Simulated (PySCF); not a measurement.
hexafluoroantimonate (F₆Sb), SMILES [F][Sb-]([F])([F])([F])([F])[F], charge -1. Geometry optimised at B3LYP-D3(BJ)/def2-SVPD. The def2 effective core potentials stand for the cores of Sb; spin–orbit coupling is left out.

Computed equilibrium geometry at B3LYP-D3(BJ)/def2-SVPD (PySCF confirms it by a frequency run) as bond lengths and angles, and its point group:
point group Oh.
Atoms: F1 Sb2 F3 F4 F5 F6 F7. Bonds (Å): F1–Sb2 1.942, Sb2–F3 1.942, Sb2–F4 1.942, Sb2–F5 1.942, Sb2–F6 1.942, Sb2–F7 1.942. Angles (°): F1–Sb2–F3 90.0, F1–Sb2–F4 90.0, F1–Sb2–F5 90.0, F1–Sb2–F6 180.0, F1–Sb2–F7 90.0, F3–Sb2–F4 90.0, F3–Sb2–F5 90.0, F3–Sb2–F6 90.0, F3–Sb2–F7 180.0, F4–Sb2–F5 180.0, F4–Sb2–F6 90.0, F4–Sb2–F7 90.0, F5–Sb2–F6 90.0, F5–Sb2–F7 90.0, F6–Sb2–F7 90.0.
Charge -1, spin multiplicity 1.
